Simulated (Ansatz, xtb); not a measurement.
**Relative energy of two isomers of BH9SSi3**

Structure a: `B[Si@@H]([SiH3])[SiH2]S`, a singlet. Structure b: `B[Si]([SiH3])([SiH3])S`, a singlet. Both are isolated molecules in the gas phase, relaxed with r2SCAN-D4/def2-SVP; the shapes shown needn't be the lowest conformers.

a (Å):

```xyz
14

B    -0.2487    2.1153    2.6451
S    -0.2381    1.8760   -2.7092
Si    0.6344    1.7400    0.9002
Si    0.4834   -0.5368    0.3180
Si   -0.6773    2.7549   -0.7814
H     0.2591    2.7826    3.5130
H    -1.3594    1.6779    2.8342
H     2.0455    2.2241    0.7423
H     1.3048   -0.8050   -0.8998
H    -0.9474   -0.8686    0.0437
H     0.9741   -1.4112    1.4281
H    -2.1202    2.4421   -0.5648
H    -0.5039    4.2409   -0.8035
H     1.0898    2.1290   -2.6519
```

b (Å):

```yaml
atoms:
  - { symbol: B, position_ang: [-2.2112, -1.1292, -0.0832] }
  - { symbol: S, position_ang: [0.8021, -2.3598, 1.0924] }
  - { symbol: Si, position_ang: [-0.3000, -0.6917, 0.2350] }
  - { symbol: Si, position_ang: [-0.1633, 1.1597, 1.6845] }
  - { symbol: Si, position_ang: [0.6985, -0.0642, -1.8039] }
  - { symbol: H, position_ang: [-2.7038, -2.2005, 0.1712] }
  - { symbol: H, position_ang: [-2.9130, -0.2674, -0.5586] }
  - { symbol: H, position_ang: [-0.7950, 2.3662, 1.0660] }
  - { symbol: H, position_ang: [1.2807, 1.4490, 1.9482] }
  - { symbol: H, position_ang: [-0.8355, 0.8624, 2.9854] }
  - { symbol: H, position_ang: [0.0512, 1.1661, -2.3556] }
  - { symbol: H, position_ang: [0.5939, -1.1685, -2.8049] }
  - { symbol: H, position_ang: [2.1463, 0.2189, -1.5547] }
  - { symbol: H, position_ang: [1.9838, -1.7040, 1.1540] }
```

Quicker runs give these differences E(b) − E(a): GFN2-xTB +0.46 kcal/mol; HF/STO-3G +1.42 kcal/mol (at GFN2-xTB geometries); r2SCAN-D4/def2-SVP//GFN2-xTB −0.60 kcal/mol.

Estimate E(b) − E(a) at the level CCSD(T)/def2-SVP + ΔMP2/def2-TZVPP.

Too close to call at this level: CCSD(T)/def2-SVP + ΔMP2/def2-TZVPP gives E(b) − E(a) = −0.37 kcal/mol.

The same difference at several levels:

```csv
level,geometry,E(b) − E(a) (kcal/mol),departure from the last row (kcal/mol),"job, with rough time for the two"
GFN2-xTB,GFN2-xTB,+0.46,+0.83,"optimisation, 0.28 s"
HF/STO-3G,GFN2-xTB,+1.42,+1.78,"single point, 0.46 s"
r2SCAN-D4/def2-SVP//GFN2-xTB,GFN2-xTB,−0.60,−0.23,"single point, 3.1 s"
r2SCAN-D4/def2-SVP,r2SCAN-D4/def2-SVP,+0.05,+0.41,"optimisation, 60 s"
HF/def2-SVP,r2SCAN-D4/def2-SVP,−0.01,+0.35,part of the CCSD(T) run
MP2/def2-SVP,r2SCAN-D4/def2-SVP,−0.02,+0.35,part of the CCSD(T) run
CCSD(T)/def2-SVP,r2SCAN-D4/def2-SVP,+0.07,+0.43,single point
CCSD(T)/def2-SVP + ΔMP2/def2-TZVPP,r2SCAN-D4/def2-SVP,−0.37,,"single point, 37 s"
```

As drawn, both hold the same kinds of bond in the same numbers.

The largest departure from CCSD(T)/def2-SVP + ΔMP2/def2-TZVPP is that of HF/STO-3G, 1.78 kcal/mol. The last row adds to CCSD(T) the change of the MP2 difference between the two basis sets, here −0.43 kcal/mol.

With thermal terms from frequencies at re-optimised GFN2-xTB minima (ideal gas, soft modes damped towards free rotors, one conformer each, 298.15 K, 1 atm): the zero-point term adds −0.40 kcal/mol; ΔH is −0.46 and ΔG −1.20 kcal/mol.

The correlated steps freeze 21 core orbitals. Mirror images aren't counted in ΔG. Codes used: Ansatz 0.2.0, xtb 6.7.1; the last row on 2 threads of Intel(R) Xeon(R) 6975P-C (Granite Rapids) on a shared host.
